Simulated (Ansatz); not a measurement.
Born–Oppenheimer molecular dynamics of CH$_{7}$B$_{2}$ClSi (12 atoms, charge 0, multiplicity 1). It goes on from the last frame of an earlier run, with new velocities.

These are results of RKS CAM-B3LYP-D4/STO-3G in Ansatz 0.2.0, not measurements.

```json
{
 "ensemble": "NVT, Nosé–Hoover chain",
 "time step": "0.25 fs",
 "steps asked": "253",
 "set temperature": "400 K",
 "thermostat": "time constant 20 fs, chain length 3",
 "seed": "569068"
}
```

First frame:

```xyz
12
Properties=species:S:1:pos:R:3
C -0.686 -0.943 1.080
B -0.225 -0.027 -0.096
Si 1.514 0.898 0.042
B -1.124 -0.083 -1.462
Cl -0.721 -1.244 -2.736
H -1.774 -1.063 1.204
H -0.260 -0.679 2.059
H -0.262 -1.929 0.854
H 1.785 2.024 -0.872
H 2.599 -0.051 -0.079
H 1.556 1.398 1.388
H -1.959 0.701 -1.666
```

(1) How far do the bonds stretch over the last three quarters of this one trajectory? (Pairs bonded in most of those frames.)

Results:

(1) 
| bond | mean (Å) | spread (Å) | shortest | longest |
| --- | --- | --- | --- | --- |
| C1–B2 | 1.579 | 0.073 | 1.45 | 1.69 |
| C1–H6 | 1.098 | 0.024 | 1.06 | 1.13 |
| C1–H7 | 1.100 | 0.028 | 1.06 | 1.14 |
| C1–H8 | 1.105 | 0.018 | 1.07 | 1.14 |
| B2–Si3 | 1.964 | 0.049 | 1.90 | 2.04 |
| B2–B4 | 1.638 | 0.076 | 1.52 | 1.77 |
| Si3–H9 | 1.444 | 0.040 | 1.38 | 1.51 |
| Si3–H10 | 1.445 | 0.023 | 1.41 | 1.48 |
| Si3–H11 | 1.445 | 0.027 | 1.40 | 1.49 |
| B4–Cl5 | 1.782 | 0.029 | 1.73 | 1.84 |
| B4–H12 | 1.177 | 0.029 | 1.13 | 1.22 |

Mean temperature of the second half: 405 K. The conserved energy stayed within 0.08 meV per atom of its start (net change 0.048 meV per atom), so the integration is sound. A run of 0.063 ps of so small a system gives no equilibrium averages. Limits of this set-up: minimal basis.

Run time: 14 min on 1 CPU thread of a shared host.
